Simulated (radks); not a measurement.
Problem. Spherical quantum dot in the effective-mass picture: electrons in a parabolic well V = omega^2 r^2 / 2 with omega = 0.156, with a point charge +1 (a donor) at the centre, all in effective atomic units (hartree* = m*/eps^2 hartree, bohr* = eps/m* bohr), one dielectric constant everywhere. Calculated with a radial shooting solver with Libxc functionals: non-relativistic Kohn-Sham, LDA (Slater exchange, Perdew-Wang correlation), spin-polarised, spherical densities. Levels are named by radial order and angular momentum (1s, 1p, 1d, 2s, ...), and open shells are averaged over m. At N = 16 the configuration is 1s2 1p6 1d(up 5, down 1) 2s2. Does electron 17 go into 1f up or 1d down or 1f down?

Solution. Into 1d down. The total energies of the other choices lie higher by 0.0491 hartree* (1f up), 0.0650 hartree* (1f down).
